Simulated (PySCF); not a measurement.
Exercise with solution: chemical shift, span and skew from a shielding tensor

H7NO2Si2, SMILES O([Si@H](N)O)[SiH3]. Atoms are numbered in the order given.

```xyz
12

N     -2.1494     0.7001     0.5690
Si    -0.9596    -0.1152    -0.3562
O     -0.6079    -1.5800     0.3457
O      0.5203     0.6214    -0.4256
Si     2.0773     0.2709     0.0381
H     -1.9768     0.9479     1.5375
H     -2.7419     1.3882     0.1182
H     -1.4991    -0.2125    -1.7357
H     -1.3604    -2.0860     0.6641
H      2.1626     0.0712     1.5165
H      2.5838    -0.9529    -0.6504
H      2.9318     1.4331    -0.3399
```
Charge 0, spin multiplicity 1.

Geometry: PBE0-D3(BJ)/def2-SVP. The structure was generated by enumeration; whether it is a known compound was not checked. The values are those of a single conformer.

GIAO shieldings from PBE/pcSseg-1 run with PySCF, non-relativistic, no solvent. The symmetric part of the tensor of Si5 has the principal values 332.1, 341.7, 458.3 ppm. The same nucleus in TMS has σ = 335.4 ppm at this level (PySCF, at its B3LYP-D3(BJ)/def2-TZVP geometry).

Problem. Work out the isotropic shielding, the ²⁹Si shift against TMS, the span and the skew.

Solution. 
σ(iso) = (σ11 + σ22 + σ33)/3 = 377.4 ppm. δ = σ(ref) − σ(iso) = 335.4 − (377.4) = -42.0 ppm.
Span Ω = σ33 − σ11 = 126.2 ppm. Skew κ = 3(σ(iso) − σ22)/Ω = 0.85. Tumbling in solution averages the tensor to δ; in a static solid the shielding alone would spread this spin-1/2 line over Ω.
